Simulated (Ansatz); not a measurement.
Two isomers of BFH4O2Si: A = `O[SiH2]B(O)F`, B = `OB(O)[SiH2]F`.

Program: Ansatz. Geometries: PBE0-D4/def2-TZVP. ΔE: electronic, gas phase. CCSD(T)/CBS is the MP2 limit (def2-TZVPP, def2-QZVPP) plus CCSD(T) − MP2 in def2-TZVPP, frozen cores. Functionals use def2-TZVPP. B3LYP here is the variant with VWN-RPA as its local correlation; programs differ in this. One conformer a species, not always the lowest.

A:

```xyz
9

O     1.820   -0.376    1.090
Si    0.584    0.622    0.631
B    -0.739   -0.361   -0.562
O    -1.952    0.153   -0.844
F    -0.399   -1.542   -1.102
H     2.130   -1.011    0.444
H    -0.057    1.098    1.881
H     1.094    1.817   -0.105
H    -2.480   -0.400   -1.432
```

B:

```xyz
9

O    -0.002   -0.040    1.820
B    -0.354    0.330    0.552
O    -1.312    1.275    0.403
Si    0.518   -0.439   -1.119
F    -0.564   -0.675   -2.281
H     0.652   -0.739    1.866
H    -1.664    1.585    1.246
H     1.573    0.460   -1.660
H     1.153   -1.757   -0.826
```

Q: Which is lower in electronic energy at CCSD(T)/CBS, and by how much? (Best estimate.)

A: The calculation gave: B, by 27.0 kJ/mol.

Q: Give E(B) − E(A) in kJ/mol with B2PLYP, r2SCAN-D4, HF/def2-TZVPP, PBE0-D4, B3LYP, PBE-D4, LDA (SPW92). (Best estimate.)

A: Ansatz gave: B2PLYP -26.1, r2SCAN-D4 -26.2, HF/def2-TZVPP -23.5, PBE0-D4 -26.2, B3LYP -26.2, PBE-D4 -26.7, LDA (SPW92) -27.0. None reverses the order clearly.

Q: Does the order hold for the free energy at 298.15 K (harmonic terms from PBE0-D4)? (Estimate.)

A: Computed: Yes: G(B) − G(A) = -23.4 kJ/mol, for one conformer each. Modes under 60 cm⁻¹, often nearly free rotors, make the harmonic entropy too high.

Largest T1 diagnostic: 0.013.

Leaving LDA and LC-ωPBE aside and taking each functional with its dispersion term where it has one, the values, not all of them listed here, spread over 2.0 kJ/mol, from B97M-V to ωB97X-V.
